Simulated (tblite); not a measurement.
Compound: C₃H₁₅NSi₃.
Structure used (GFN2-xTB), in Å, numbered top down from 1:
```
atom  x, y, z in Å
C1    -2.864    0.688    0.119
Si2   -1.237    0.939   -0.822
C3     0.145   -0.051    0.062
N4    -0.318   -1.436    0.172
Si5   -0.173   -2.387    1.588
Si6    1.878    0.030   -0.736
C7     2.506    1.817   -0.767
H8    -3.033   -0.366    0.318
H9    -3.713    1.063   -0.444
H10   -2.849    1.203    1.075
H11   -0.890    2.366   -0.872
H12   -1.367    0.426   -2.195
H13    0.225    0.326    1.086
H14   -0.321   -1.897   -0.724
H15   -0.903   -3.614    1.277
H16   -0.804   -1.611    2.661
H17    1.200   -2.713    2.009
H18    2.808   -0.820    0.022
H19    1.781   -0.503   -2.104
H20    2.555    2.240    0.231
H21    1.858    2.451   -1.364
H22    3.502    1.869   -1.195
```

Calculated harmonic vibrations of the isolated species, GFN2-xTB (tblite), most abundant isotopes, no scaling. Against measured fundamentals such values can be off by several per cent, at times by over 20. Modes of hydrogen on silicon can be 10 to 20 % off. One conformer, not necessarily the lowest.

Harmonic wavenumbers (cm⁻¹): 38.8, 48.4, 50.1, 99.1, 106.5, 109.5, 113.9, 138.5, 180.9, 226.2, 267.6, 278.0, 440.3, 454.6, 459.4, 542.7, 567.2, 575.0, 604.6, 661.3, 672.1, 705.1, 746.7, 751.2, 765.4, 778.0, 793.8, 806.0, 812.2, 823.1, 827.2, 835.7, 849.0, 851.7, 869.5, 1093.7, 1128.8, 1182.8, 1369.1, 1370.9, 1373.7, 1482.9, 1486.1, 1487.6, 1491.8, 2159.9, 2180.5, 2195.9, 2205.1, 2209.4, 2231.2, 2265.7, 2917.7, 3034.4, 3040.9, 3041.4, 3041.7, 3047.5, 3051.0, 3455.8.

A = 1323, B = 1042, C = 632.0 MHz; mass 149.051 u (most abundant isotopes); point group C1, symmetry number 1.

Problem. What is the zero-point energy?

Solution. Half the sum of the wavenumbers: 35697 cm⁻¹ = 427.04 kJ/mol.

Problem. Give the ideal-gas entropy at 200 K and 1 bar in the rigid-rotor, harmonic-oscillator model (classical rotation).

Solution. Translation 162.97, rotation 121.75, vibration 134.59: S = 419.3 J/(mol K).

Problem. And Cp and H(200 K) − H(0)?

Solution. Cp = 160.37 J/(mol K), of which vibrations give 127.11 (their classical limit is 60 R = 498.9); H(200 K) − H(0) = 20.49 kJ/mol without the zero-point energy, 13.83 from vibrations.

Problem. How do the functions run with temperature in this model?

Solution. 
| T (K) | S (J/(mol K)) | Cp (J/(mol K)) | H − H(0) (kJ/mol) | G − H(0) (kJ/mol) | ln q(vib) |
| --- | --- | --- | --- | --- | --- |
| 150 | 377.4 | 132.4 | 13.18 | -43.44 | 5.74 |
| 250 | 458.2 | 189.2 | 29.23 | -85.33 | 9.91 |
| 298.15 | 493.8 | 215.5 | 38.98 | -108.25 | 11.83 |
| 400 | 564.1 | 263.2 | 63.45 | -162.18 | 15.75 |
| 600 | 684.5 | 330.9 | 123.32 | -287.40 | 22.97 |
| 900 | 832.1 | 396.1 | 233.15 | -515.72 | 32.66 |

q(vib) and H(0) count from the zero-point level.

Problem. Blend soft modes into free rotors: weight 1/[1 + (100 cm⁻¹/ν̃)⁴] for the oscillator and the rest for a rotor with moment μB/(μ + B), μ = h/(8π²ν), B = 10⁻⁴⁴ kg m². What vibrational entropy results?

Solution. 121.97 J/(mol K) in place of 134.59, which changes −T·S at 200 K by +2.53 kJ/mol.

Problem. Which modes carry the vibrational entropy at 200 K?

Solution. 38.8 cm⁻¹: 18.95; 48.4 cm⁻¹: 17.13; 50.1 cm⁻¹: 16.84; 99.1 cm⁻¹: 11.30; 106.5 cm⁻¹: 10.73; 109.5 cm⁻¹: 10.51 J/(mol K); the other 54 give 49.13 together.

Problem. What must be added to the electronic energy to get the Gibbs energy at 200 K and 1 bar?

Solution. ZPE + [H(200 K) − H(0)] − T·S = 427.04 + 20.49 − 83.86 = 363.67 kJ/mol.

Hindered rotation and anharmonicity are outside this model. Other conformers, if any are populated, would add a mixing term that is left out. The structure is chiral; the term R ln 2 for an equal mix with its mirror image is left out.
